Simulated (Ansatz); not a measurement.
Geometry optimisation, RKS PBE/def2-SVP (Ansatz 0.2.0).

input.yaml

```yaml
crystal:
  periodic: [false, false, false]
  atoms:
    - { symbol: W, position_ang: [0.311494, 0.375626, 0.057717] }
    - { symbol: H, position_ang: [-0.33621, -0.020586, 2.888729] }
    - { symbol: O, position_ang: [1.956761, -0.346157, -0.63206] }
    - { symbol: H, position_ang: [1.974285, -0.956572, -1.391114] }
    - { symbol: O, position_ang: [-0.028231, 1.971791, -0.915978] }
    - { symbol: H, position_ang: [-0.65691, 2.099543, -1.648725] }
    - { symbol: O, position_ang: [-1.534288, 0.412948, 0.536787] }
    - { symbol: H, position_ang: [-1.909297, -0.442807, 0.832739] }
    - { symbol: O, position_ang: [0.014442, -1.415167, 0.767197] }
    - { symbol: H, position_ang: [0.774669, -2.019314, 0.65626] }
    - { symbol: H, position_ang: [-0.160584, -0.264888, -1.474408] }
    - { symbol: Cl, position_ang: [1.706444, 1.644447, 1.516156] }
    - { symbol: H, position_ang: [0.115826, 0.467536, 3.167099] }
basis:
  gaussian: { orbitals: def2-SVP }
hamiltonian:
  xc: pbe
relax:
  f_tol: 0.03
  max_steps: 50
```

Command:

```bash
$ ansatz run input.yaml --threads 4 --pin off --max-ram 5120MiB --backend cpu --events-out ev --progress --plain --runs-dir out
```

Where does it end, and by what steps?

It converged. The force dipped under the threshold on the way, but the program's further checks kept it going. After 24 steps the energy has fallen by 0.237 eV; H2 moved furthest, 2.00 Å.

| step | energy less start (eV) | largest force component (eV/Å) | accepted |
| --- | --- | --- | --- |
| 0 | 0.0000 | 1.282 | yes |
| 1 | -0.1229 | 0.167 | yes |
| 2 | -0.1714 | 0.111 | yes |
| 3 | -0.2017 | 0.110 | yes |
| 4 | -0.2162 | 0.079 | yes |
| 5 | -0.2179 | 0.198 | yes |
| 6 | -0.2250 | 0.238 | yes |
| 7 | -0.2281 | 0.130 | yes |
| 8 | -0.2295 | 0.085 | yes |
| 9 | -0.2299 | 0.103 | yes |
| 10 | -0.2318 | 0.041 | yes |
| 11 | -0.2326 | 0.094 | yes |
| 12 | -0.2333 | 0.088 | yes |
| 13 | -0.2341 | 0.053 | yes |
| 14 | -0.2349 | 0.054 | yes |
| 15 | -0.2355 | 0.094 | yes |
| 16 | -0.2358 | 0.095 | yes |
| 17 | -0.2362 | 0.056 | yes |
| 18 | -0.2364 | 0.035 | yes |
| 19 | -0.2367 | 0.033 | yes |
| 20 | -0.2368 | 0.036 | yes |
| 21 | -0.2369 | 0.024 | yes |
| 22 | -0.2370 | 0.019 | yes |
| 23 | -0.2371 | 0.021 | yes |
| 24 | -0.2371 | 0.016 | yes |

```xyz
13
Properties=species:S:1:pos:R:3
W 0.290 0.273 -0.205
H -0.275 0.527 4.811
O 2.002 -0.331 -0.844
H 2.092 -0.824 -1.679
O 0.012 1.965 -1.005
H -0.599 2.265 -1.701
O -1.588 0.251 0.128
H -1.972 -0.630 0.320
O -0.017 -1.564 0.350
H 0.769 -2.139 0.268
H -0.061 -0.234 -1.828
Cl 1.491 1.250 1.595
H 0.084 0.695 4.151
```

Whether the end is a true minimum wasn't checked by a vibrational analysis.

Time of the run: 60 s on 4 threads of Arm Neoverse V2 (shared host), peak memory 0.2 GiB.
